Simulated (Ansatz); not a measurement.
Series GeH2X2: vertical IE (eV) at several levels, gas phase, relaxed structures; Ansatz. Core potentials for I in the def2 sets, no spin–orbit coupling. A dash marks a value that wasn't run or was left out as unsound. The structures are stationary points that may keep the symmetry of their start. Remarks come from the PBE and PBE0 runs and from stability tests at other levels; not every state was tested. HOMO above LUMO (over both spins in singlets and doublets, within one spin in higher multiplets; at PBE or PBE0), or a gap under 0.15 eV within one spin, warns that the state may not be the lowest or that an electron is smeared out.

```json
{"species": "GeBr2H2 (GeH2Br2)", "state": "singlet to doublet", "geometry": "B3LYP-D4/def2-SVP", "PBE-D4/def2-TZVP": "10.04", "r2SCAN-D4/def2-TZVP": "10.31", "PBE0-D4/def2-TZVP": "10.51", "remarks": "gap within one spin near zero at PBE or PBE0 (+1 doublet)"}
{"species": "GeCl2H2 (GeH2Cl2)", "state": "singlet to doublet", "geometry": "r2SCAN-D4/def2-TZVP", "PBE-D4/def2-TZVP": "10.65", "r2SCAN-D4/def2-TZVP": "10.91", "PBE0-D4/def2-TZVP": "11.16", "remarks": "–"}
{"species": "GeI2H2 (GeH2I2)", "state": "singlet to doublet", "geometry": "PBE0-D4/def2-SVP", "PBE-D4/def2-TZVP": "9.21", "r2SCAN-D4/def2-TZVP": "9.41", "PBE0-D4/def2-TZVP": "9.53", "remarks": "gap within one spin near zero at PBE or PBE0 (+1 doublet)"}
{"species": "GeF2H2 (GeH2F2)", "state": "singlet to doublet", "geometry": "r2SCAN-D4/def2-TZVP", "PBE-D4/def2-TZVP": "12.04", "r2SCAN-D4/def2-TZVP": "12.32", "PBE0-D4/def2-TZVP": "12.63", "remarks": "–"}
{"species": "Ge(CN)2H2 (C2H2GeN2)", "state": "singlet to doublet", "geometry": "r2SCAN-D4/def2-SVP", "PBE-D4/def2-TZVP": "11.73", "r2SCAN-D4/def2-TZVP": "11.90", "PBE0-D4/def2-TZVP": "12.20", "remarks": "gap within one spin near zero at PBE or PBE0 (+1 doublet)"}
{"species": "Ge(SH)2H2 (GeH4S2)", "state": "singlet to doublet", "geometry": "PBE-D4/def2-TZVP", "PBE-D4/def2-TZVP": "9.02", "r2SCAN-D4/def2-TZVP": "9.17", "PBE0-D4/def2-TZVP": "9.34", "remarks": "–"}
{"species": "Ge(OH)2H2 (GeO2H4)", "state": "singlet to doublet", "geometry": "r2SCAN-D4/def2-TZVP", "PBE-D4/def2-TZVP": "10.48", "r2SCAN-D4/def2-TZVP": "10.68", "PBE0-D4/def2-TZVP": "10.97", "remarks": "–"}
{"species": "Ge(CCH)2H2 (C4H4Ge)", "state": "singlet to doublet", "geometry": "PBE0-D4/def2-SVP", "PBE-D4/def2-TZVP": "9.64", "r2SCAN-D4/def2-TZVP": "9.74", "PBE0-D4/def2-TZVP": "10.02", "remarks": "–"}
{"species": "Ge(NH2)2H2 (GeN2H6)", "state": "singlet to doublet", "geometry": "PBE0-D4/def2-TZVP", "PBE-D4/def2-TZVP": "8.76", "r2SCAN-D4/def2-TZVP": "8.80", "PBE0-D4/def2-TZVP": "9.01", "remarks": "–"}
{"species": "Ge(SiH3)2H2 (Si2GeH8)", "state": "singlet to doublet", "geometry": "PBE-D4/def2-SVP", "PBE-D4/def2-TZVP": "9.58", "r2SCAN-D4/def2-TZVP": "9.68", "PBE0-D4/def2-TZVP": "9.76", "remarks": "–"}
{"species": "Ge(GeH3)2H2 (Ge3H8)", "state": "singlet to doublet", "geometry": "r2SCAN-D4/def2-SVP", "PBE-D4/def2-TZVP": "9.47", "r2SCAN-D4/def2-TZVP": "9.58", "PBE0-D4/def2-TZVP": "9.65", "remarks": "–"}
{"species": "GeMe2H2 (C2H8Ge)", "state": "singlet to doublet", "geometry": "PBE-D4/def2-SVP", "PBE-D4/def2-TZVP": "10.36", "r2SCAN-D4/def2-TZVP": "10.45", "PBE0-D4/def2-TZVP": "10.57", "remarks": "gap within one spin near zero at PBE or PBE0 (+1 doublet)"}
{"species": "Ge(CF3)2H2 (C2H2F6Ge)", "state": "singlet to doublet", "geometry": "r2SCAN-D4/def2-SVP", "PBE-D4/def2-TZVP": "11.01", "r2SCAN-D4/def2-TZVP": "–", "PBE0-D4/def2-TZVP": "11.68", "remarks": "–"}
{"species": "Ge(vinyl)2H2 (C4H8Ge)", "state": "singlet to doublet", "geometry": "PBE-D4/def2-SVP", "PBE-D4/def2-TZVP": "9.24", "r2SCAN-D4/def2-TZVP": "–", "PBE0-D4/def2-TZVP": "9.50", "remarks": "–"}
```

Over the 12 species that have every level, the mean is 10.08 at PBE-D4/def2-TZVP, 10.24 at r2SCAN-D4/def2-TZVP, 10.44 at PBE0-D4/def2-TZVP.
